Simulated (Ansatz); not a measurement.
Start from `FC/C=C(/F)C(F)F` and change one atom or group (the configuration at the double bond changes too) to get `C/C(F)=C/CF`.

Ansatz, PBE0-D4/def2-TZVP geometries, multiplicity 1. Each molecule was computed in one conformer, which needn't be the lowest.

| property | `FC/C=C(/F)C(F)F` |
| --- | --- |
| size of the dipole moment (ωB97M-V/def2-TZVPP) / D | 3.78 |
| HOMO energy (B3LYP/def2-TZVPP) / eV | -7.84 |
| zero-point energy (PBE0-D4/def2-TZVP) / kJ/mol | 208.4 |
| HOMO energy (PBE/def2-TZVPP) / eV | -6.74 |
| HOMO–LUMO gap (ωB97M-V/def2-TZVPP) / eV | 11.96 |
| ideal-gas entropy at 298 K and 1 bar (rigid rotor, harmonic PBE0-D4/def2-TZVP) / J/(mol·K) | 376 |

(1) What does the change do to each property? (Best estimate.)

Results:

(1) The calculation gave: 
```
                                                                                  property  `C/C(F)=C/CF`  shift
                                        size of the dipole moment (ωB97M-V/def2-TZVPP) / D           2.50  -1.28
                                                       HOMO energy (B3LYP/def2-TZVPP) / eV          -7.30   0.54
                                            zero-point energy (PBE0-D4/def2-TZVP) / kJ/mol          246.6   38.2
                                                         HOMO energy (PBE/def2-TZVPP) / eV          -6.27   0.47
                                                   HOMO–LUMO gap (ωB97M-V/def2-TZVPP) / eV          11.95  -0.01
ideal-gas entropy at 298 K and 1 bar (rigid rotor, harmonic PBE0-D4/def2-TZVP) / J/(mol·K)            339    -37
```

Dipoles are sizes alone; their direction can turn. Modes under 60 cm⁻¹, often nearly free rotors, make the harmonic entropy too high.

B3LYP here is the variant with VWN-RPA as its local correlation; programs differ in this.
